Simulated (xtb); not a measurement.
Job for xtb: GFN2-xTB on H4OSiTe (SMILES O[Te][SiH3]), a point of a torsion scan.

```
$ xtb mol.xyz --gfn 2 --sp --chrg 0 --uhf 0
7

O      2.43622692    -0.03395278    -0.20295969
Te     0.80022800    -1.20204386     0.01168451
Si    -0.14701763     0.09481541     1.91279435
H      2.43272169     0.67358594     0.43686821
H     -0.41315060     1.48696101     1.54412448
H     -1.38548586    -0.58908519     2.25072283
H      0.75764440     0.11826910     3.06424861
```

Program output:

```
[...]
           -------------------------------------------------
          |                Calculation Setup                |
           -------------------------------------------------



           -------------------------------------------------
          |                 G F N 2 - x T B                 |
           -------------------------------------------------

        Reference                      10.1021/acs.jctc.8b01176
      * Hamiltonian:
        H0-scaling (s, p, d)           1.850000    2.230000    2.230000
        zeta-weighting                 0.500000
      * Dispersion:
        s8                             2.700000
        a1                             0.520000
        a2                             5.000000
        s9                             5.000000
      * Repulsion:
        kExp                           1.500000    1.000000
        rExp                           1.000000
      * Coulomb:
        alpha                          2.000000
        third order                    shell-resolved
        anisotropic                    true
        a3                             3.000000
        a5                             4.000000
        cn-shift                       1.200000
        cn-exp                         4.000000
        max-rad                        5.000000


          ...................................................
          :                      SETUP                      :
          :.................................................:
          :  # basis functions                  28          :
          :  # atomic orbitals                  26          :
          :  # shells                           12          :
          :  # electrons                        20          :
          :  max. iterations                   250          :
          :  Hamiltonian                  GFN2-xTB          :
          :  restarted?                      false          :
          :  GBSA solvation                  false          :
          :  PC potential                    false          :
          :  electronic temp.          300.0000000     K    :
          :  accuracy                    1.0000000          :
          :  -> integral cutoff          0.2500000E+02      :
          :  -> integral neglect         0.1000000E-07      :
          :  -> SCF convergence          0.1000000E-05 Eh   :
          :  -> wf. convergence          0.1000000E-03 e    :
          :  Broyden damping             0.4000000          :
          :  net charge                          0          :
          :  unpaired electrons                  0          :
          ...................................................

 iter      E             dE          RMSdq      gap      omega  full diag
   1    -10.8148216 -0.108148E+02  0.104E+01    3.24       0.0  T
   2    -10.5114879  0.303334E+00  0.107E+01    1.38       1.0  T
   3    -10.8831537 -0.371666E+00  0.574E+00    3.27       1.0  T
   4    -10.9789523 -0.957987E-01  0.313E+00    2.93       1.0  T
   5    -10.9795827 -0.630398E-03  0.208E+00    2.94       1.0  T
   6    -10.9797106 -0.127828E-03  0.663E-01    2.95       1.0  T
   7    -10.9795173  0.193308E-03  0.527E-01    2.91       1.0  T
   8    -10.9794891  0.281194E-04  0.374E-01    2.91       1.0  T
   9    -10.9799631 -0.473944E-03  0.765E-02    2.96       1.0  T
  10    -10.9799636 -0.479900E-06  0.457E-02    2.96       1.0  T
  11    -10.9799641 -0.580292E-06  0.696E-03    2.95       5.4  T
  12    -10.9799641  0.977082E-08  0.298E-03    2.95      12.7  T
  13    -10.9799642 -0.241047E-07  0.156E-03    2.95      24.2  T
  14    -10.9799642 -0.291683E-08  0.494E-04    2.95      76.5  T
  15    -10.9799642 -0.208820E-09  0.185E-04    2.95     203.8  T

   *** convergence criteria satisfied after 15 iterations ***

         #    Occupation            Energy/Eh            Energy/eV
      -------------------------------------------------------------
         1        2.0000           -0.8310355             -22.6136
       ...           ...                  ...                  ...
         4        2.0000           -0.5425544             -14.7637
         5        2.0000           -0.4746155             -12.9149
         6        2.0000           -0.4588985             -12.4873
         7        2.0000           -0.4500139             -12.2455
         8        2.0000           -0.4480351             -12.1917
         9        2.0000           -0.3953928             -10.7592
        10        2.0000           -0.3510106              -9.5515 (HOMO)
        11                         -0.2424571              -6.5976 (LUMO)
        12                         -0.2003100              -5.4507
        13                         -0.1979168              -5.3856
        14                         -0.1817023              -4.9444
        15                         -0.0969242              -2.6374
       ...                                ...                  ...
        26                          0.9646790              26.2503
      -------------------------------------------------------------
                  HL-Gap            0.1085535 Eh            2.9539 eV
             Fermi-level           -0.2967338 Eh           -8.0745 eV

 SCC (total)                   0 d,  0 h,  0 min,  0.003 sec
 SCC setup                      ...        0 min,  0.000 sec (  2.081%)
 Dispersion                     ...        0 min,  0.000 sec (  0.749%)
 classical contributions        ...        0 min,  0.000 sec (  0.428%)
 integral evaluation            ...        0 min,  0.000 sec ( 14.955%)
 iterations                     ...        0 min,  0.002 sec ( 55.297%)
 molecular gradient             ...        0 min,  0.001 sec ( 24.689%)
 printout                       ...        0 min,  0.000 sec (  1.584%)

         :::::::::::::::::::::::::::::::::::::::::::::::::::::
         ::                     SUMMARY                     ::
         :::::::::::::::::::::::::::::::::::::::::::::::::::::
         :: total energy             -10.926560443542 Eh    ::
         :: gradient norm              0.000171384691 Eh/a0 ::
         :: HOMO-LUMO gap              2.953890808489 eV    ::
         ::.................................................::
         :: SCC energy               -10.979962892730 Eh    ::
         :: -> isotropic ES            0.041899195665 Eh    ::
         :: -> anisotropic ES         -0.000720438878 Eh    ::
         :: -> anisotropic XC         -0.001157292123 Eh    ::
         :: -> dispersion             -0.004303308803 Eh    ::
         :: repulsion energy           0.053402449188 Eh    ::
         :: add. restraining           0.000000000000 Eh    ::
         :: total charge               0.000000000000 e     ::
         :::::::::::::::::::::::::::::::::::::::::::::::::::::

           -------------------------------------------------
          |                Property Printout                |
           -------------------------------------------------

    * Orbital Energies and Occupations

         #    Occupation            Energy/Eh            Energy/eV
      -------------------------------------------------------------
         1        2.0000           -0.8310355             -22.6136
         2        2.0000           -0.7150395             -19.4572
         3        2.0000           -0.6628454             -18.0369
         4        2.0000           -0.5425544             -14.7637
         5        2.0000           -0.4746155             -12.9149
         6        2.0000           -0.4588985             -12.4873
         7        2.0000           -0.4500139             -12.2455
         8        2.0000           -0.4480351             -12.1917
         9        2.0000           -0.3953928             -10.7592
Note: The following floating-point exceptions are signalling: IEEE_UNDERFLOW_FLAG IEEE_DENORMAL
normal termination of xtb
        10        2.0000           -0.3510106              -9.5515 (HOMO)
        11                         -0.2424571              -6.5976 (LUMO)
        12                         -0.2003100              -5.4507
        13                         -0.1979168              -5.3856
        14                         -0.1817023              -4.9444
        15                         -0.0969242              -2.6374
        16                         -0.0837178              -2.2781
        17                         -0.0727597              -1.9799
        18                          0.0501820               1.3655
        19                          0.0648036               1.7634
        20                          0.1317689               3.5856
        21                          0.1733293               4.7165
       ...                                ...                  ...
        26                          0.9646790              26.2503
      -------------------------------------------------------------
                  HL-Gap            0.1085535 Eh            2.9539 eV
             Fermi-level           -0.2967338 Eh           -8.0745 eV

     #   Z          covCN         q      C6AA      α(0)
     1   8 O        1.583    -0.496    22.861     6.452
     2  52 Te       1.710     0.076   415.703    37.695
     3  14 Si       3.680     0.416    99.391    19.101
     4   1 H        0.815     0.283     0.774     1.381
     5   1 H        0.918    -0.085     5.051     3.515
     6   1 H        0.921    -0.108     5.864     3.787
     7   1 H        0.918    -0.084     5.048     3.514

 Mol. C6AA /au·bohr⁶  :       1819.590888
 Mol. C8AA /au·bohr⁸  :     113497.172308
 Mol. α(0) /au        :         75.444288


Wiberg/Mayer (AO) data.
largest (>0.10) Wiberg bond orders for each atom

 ---------------------------------------------------------------------------
     #   Z sym  total        # sym  WBO       # sym  WBO       # sym  WBO
 ---------------------------------------------------------------------------
     1   8 O    2.061 --     2 Te   1.132     4 H    0.912
     2  52 Te   2.272 --     1 O    1.132     3 Si   1.022
     3  14 Si   3.710 --     2 Te   1.022     6 H    0.900     5 H    0.887
                             7 H    0.886
     4   1 H    0.920 --     1 O    0.912
     5   1 H    0.993 --     3 Si   0.887
     6   1 H    0.988 --     3 Si   0.900
     7   1 H    0.993 --     3 Si   0.886
 ---------------------------------------------------------------------------

Topologies differ in total number of bonds
Writing topology from bond orders to xtbtopo.mol

molecular dipole:
                 x           y           z       tot (Debye)
 q only:       -0.759       0.159       0.732
   full:       -0.824       0.225       0.842       3.049
molecular quadrupole (traceless):
                xx          xy          yy          xz          yz          zz
 q only:       -5.359       2.044       2.689       3.350       0.391       2.670
  q+dip:       -5.783       2.924       3.473       5.276      -0.568       2.310
   full:       -4.861       4.261       3.040       3.540       0.595       1.821


           -------------------------------------------------
          | TOTAL ENERGY              -10.926560443542 Eh   |
          | GRADIENT NORM               0.000171384691 Eh/α |
          | HOMO-LUMO GAP               2.953890808489 eV   |
           -------------------------------------------------

------------------------------------------------------------------------
------------------------------------------------------------------------
 total:
 SCF:
```

The run finished.

Cost: around 0.020 core-seconds (rough).
